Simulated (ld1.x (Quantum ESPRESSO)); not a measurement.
Building the TM potential for Si (LDA (PZ), scalar-relativistic).

```
Element                 : silicon (Si)
Generator               : ld1.x (Quantum ESPRESSO) 7.5
Type                    : norm-conserving Troullier–Martins (Kleinman–Bylander form)
Functional              : LDA (PZ)
Relativity              : scalar-relativistic
Frozen core             : [Ne]
Valence charge          : 4
Reference configuration : 3s2 3p2
Partial waves           : 3p (bound): rc 2.30 bohr; 3s (bound): rc 1.60 bohr
Local potential         : the s channel
Core correction         : none
```

- Cutoffs needed: 15 Ry and 40 Ry (the cutoffs (Ry, on a coarse ladder) from which the occupation-weighted sum of valence levels, in a spherical-Bessel basis at the reference potential, stays within 10 and 1 mRy of its value at 400 Ry)
- Ghost test: no extra level below or beside the all-electron valence levels (p, s, d, f tested) (spherical-Bessel basis up to 400 Ry, 20 bohr box)
- Largest excitation error: +229 meV (all-electron minus pseudo) for 3s1 3p0, out of 7 test configurations
